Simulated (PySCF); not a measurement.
PySCF input for Be(SH)2 (BeH2S2), SMILES [SH][Be][SH], r2SCAN-D4/def2-TZVP. Coordinates come from a r2SCAN-D4/def2-TZVP optimisation. Other conformers were not sampled.

```python
import numpy as np
from pyscf import gto, scf, dft, df
from pyscf.hessian import thermo

mol = gto.M(
    atom='''
    Be   -0.00000001    0.00000000    0.03312191
    S    -0.05819799    1.90199538    0.05189365
    H     0.89449705    1.97996946   -0.89654229
    S     0.05819797   -1.90199538    0.05189367
    H    -0.89449681   -1.97996945   -0.89654252
    ''',
    basis='def2-TZVP',
    charge=0,
    spin=0,
    max_memory=1600,
    verbose=3,
)
mf = dft.RKS(mol, xc='r2scan').density_fit(auxbasis='def2-universal-jkfit')
mf.disp = 'd4'
mf.grids.level = 4
mf.conv_tol = 1e-11
mf.max_cycle = 100
mf.kernel()

# [left out here: the lines that compute and print the analytic Hessian (its translational invariance restored by hand, since the grid's response is missing), thermochemistry and intensities]
```

Program output:

```
converged SCF energy = -812.378477039949

WARN: MGGA Hessian is sensitive to dft grids. grids.level 4 may not be dense enough.


WARN: DFTD4 does not support analytical Hessian, using finite difference.


WARN: Mole.unit (angstrom) is changed to Bohr

Mode                                 0                   1                   2
Irrep
Freq [cm^-1]                      197.4922            197.7164            206.2476
Reduced mass [au]                   4.5884              4.4779              1.0406
Force const [Dyne/A]                0.1054              0.1031              0.0261
Char temp [K]                     284.1474            284.4699            296.7444
Normal mode                   x     y     z       x     y     z       x     y     z
       0  Be                -0.29 -0.00 -0.00   -0.00 -0.00  0.29   -0.00 -0.00 -0.04
       1   S                 0.04  0.01  0.00   -0.01  0.00 -0.04   -0.02 -0.00 -0.01
       2   H                 0.05 -0.25 -0.01    0.07 -0.25  0.01    0.48  0.04  0.49
       3   S                 0.04  0.01 -0.00    0.01 -0.00 -0.04    0.02  0.00 -0.01
       4   H                 0.05 -0.25  0.01   -0.07  0.25  0.01   -0.48 -0.04  0.49
Mode                                 3                   4                   5
Irrep
Freq [cm^-1]                      362.2716            624.9675            628.0474
Reduced mass [au]                  13.3680              1.1852              1.2158
Force const [Dyne/A]                1.0337              0.2727              0.2826
Char temp [K]                     521.2281            899.1891            903.6204
Normal mode                   x     y     z       x     y     z       x     y     z
       0  Be                 0.00 -0.00  0.02    0.11  0.03  0.00   -0.00 -0.00  0.11
       1   S                -0.00  0.12 -0.00   -0.02  0.02  0.01    0.01 -0.03 -0.02
       2   H                -0.00  0.15 -0.00    0.03 -0.64 -0.02   -0.03  0.63  0.01
       3   S                 0.00 -0.12 -0.00   -0.02  0.02 -0.01   -0.01  0.03 -0.02
       4   H                 0.00 -0.15 -0.00    0.03 -0.64  0.02    0.03 -0.63  0.01
Mode                                 6                   7                   8
Irrep
Freq [cm^-1]                     1033.5629           2676.2320           2676.5318
Reduced mass [au]                   9.8494              1.0378              1.0378
Force const [Dyne/A]                6.1992              4.3793              4.3803
Char temp [K]                    1487.0669           3850.5020           3850.9334
Normal mode                   x     y     z       x     y     z       x     y     z
       0  Be                -0.01  0.31 -0.00    0.00  0.00 -0.00   -0.00 -0.00 -0.00
       1   S                 0.00 -0.04 -0.00    0.02  0.00 -0.02    0.02  0.00 -0.02
       2   H                -0.00  0.02  0.00   -0.49 -0.05  0.49   -0.49 -0.05  0.49
       3   S                 0.00 -0.04  0.00    0.02  0.00  0.02   -0.02 -0.00 -0.02
       4   H                -0.00  0.02 -0.00   -0.49 -0.05 -0.49    0.49  0.05  0.49
temperature 298.1500 [K]
pressure 101325.00 [Pa]
Rotational constants [GHz] 142.88493 2.09116 2.09099
Symmetry number 2
Zero-point energy (ZPE) 0.01960 [Eh]   51457.783 [J/mol]
                           tot       elec      trans        rot        vib
Entropy [J/mol/K]       291.374      0.000    162.617     93.637     35.120
Cv [J/mol/K]             64.119      0.000     12.472     12.472     39.176
Cp [J/mol/K]             72.433      0.000     20.786     12.472     39.176
Internal energy [J/mol]                      3718.434   3718.434  57633.493
Internal energy [Eh]   -812.35369  -812.37848
Enthalpy [J/mol]                             6197.391   3718.434  57633.493
Enthalpy [Eh]          -812.35275
Gibbs free energy [J/mol]                  -42286.812 -24199.525  47162.473
Gibbs free energy [Eh] -812.38584
static polarisability / bohr^3: [[43.673  0.313  0.   ]
 [ 0.313 72.633  0.   ]
 [-0.     0.    43.665]]
largest difference of analytic and finite-field dipole derivatives / e: 0.0020259675489631146
mode   freq/cm-1   IR/(km/mol)   Raman/(A^4/amu)   depolarisation
   1      197.49        26.571             0.460            0.750
   2      197.72        27.058             1.007            0.424
   3      206.25         9.529             0.249            0.738
   4      362.27         0.105            12.754            0.135
   5      624.97         0.365             0.313            0.750
   6      628.05         0.024             3.156            0.632
   7     1033.56       294.866             0.164            0.750
   8     2676.23         5.195            72.069            0.750
   9     2676.53         1.562           132.952            0.053
max |gradient| / (hartree/bohr): 0.0002147239530889391
APT charges: [ 0.7842 -0.4503  0.0617 -0.4503  0.0617]
```

The run converged.
